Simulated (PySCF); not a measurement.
Computed shifts of a molecule C₂H₉FOSi₂, PBE0/pcSseg-1 run with PySCF, GIAO, gas phase, atoms alike by connectivity averaged where their shifts nearly agree, in ppm (number of nuclei): ¹³C: 84.3 (1), -1.7 (1). ²⁹Si: 3.5 (1), -71.1 (1). ¹⁹F: -308.1 (1). ¹H: 5.47 (1), 5.28 (1), 4.25 (3), 1.17 (1), 0.68 (3). References: ¹³C against TMS (σ = 186.3 ppm); ²⁹Si against TMS (σ = 352.7 ppm); ¹⁷O against H2O (σ = 334.2 ppm); ¹⁹F against CFCl3 (σ = 167.2 ppm); ¹H against TMS (σ = 31.56 ppm), references at their B3LYP-D3(BJ)/def2-TZVP geometries, non-relativistic. The structure is a stationary point at r2SCAN-D4/def2-SVP. One conformer was computed; it need not be the lowest.

Q: Identify the compound among the candidates.
A. C[C@@H]([SiH3])O[SiH2]F
B. C[Si@H](O)[C@H](F)[SiH3]
C. F[SiH2]CCO[SiH3]
D. CC[Si@@H](F)[SiH2]O

A: B, C[Si@H](O)[C@H](F)[SiH3]
